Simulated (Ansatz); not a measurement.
Molecule: sum formula Si2N2H7, charge -1, multiplicity 1. It need not be the lowest isomer of its formula. Whether it binds its extra electron was not tested at this geometry. 
Structure (B3LYP-D3(BJ)/def2-TZVP (Ansatz, a program for electronic structure) minimum search):
SMILES: [NH-][SiH2]N[SiH3]
```xyz
11

N     -2.1861     1.0083    -0.1837
Si    -1.1702    -0.2843    -0.2720
N      0.3369     0.1022     0.6027
Si     1.9309    -0.1639     0.0907
H     -3.1791     0.8007    -0.1842
H     -0.5451    -0.7295    -1.5949
H     -1.6464    -1.6257     0.2696
H      0.1772     0.8376     1.2786
H      2.2290    -1.6052    -0.1503
H      2.8890     0.2927     1.1469
H      2.3700     0.5306    -1.1605
```
Charge -1, spin multiplicity 1.

Basis-set convergence of Hartree-Fock and CCSD(T) correlation energies (hartree) with Ansatz. Cores are frozen in the correlated levels unless marked. Spin-orbit coupling is left out. Non-relativistic. This anion needs diffuse functions, which these sets lack.

```csv
basis,functions,E(HF),"E(corr, CCSD(T))"
cc-pV(D+d)Z,109,-690.87968,-0.62837
cc-pV(T+d)Z,236,-690.95953,-0.77183
cc-pV(Q+d)Z,448,(withheld),(withheld)
```

**Question.** Complete the blanks.

**Answer.** 
- cc-pV(Q+d)Z, E(HF): -690.98011
- cc-pV(Q+d)Z, E(corr, CCSD(T)): -0.81853
